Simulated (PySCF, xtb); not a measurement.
C₂H₆F₂Si, SMILES CC[SiH](F)F.

GFN2-xTB in xtb at its own geometry gives an orbital gap of 6.57 eV and a dipole moment of 2.57 D.

Coordinates come from a r2SCAN-D4/def2-SVP optimisation. One conformer was computed; it need not be the lowest.

What does PySCF with B3LYP/def2-TZVP give? (Estimate from the structure and the level; the computed values follow.)

gap 9.23 eV (levels -8.71 and 0.52 eV), dipole 2.29 D.
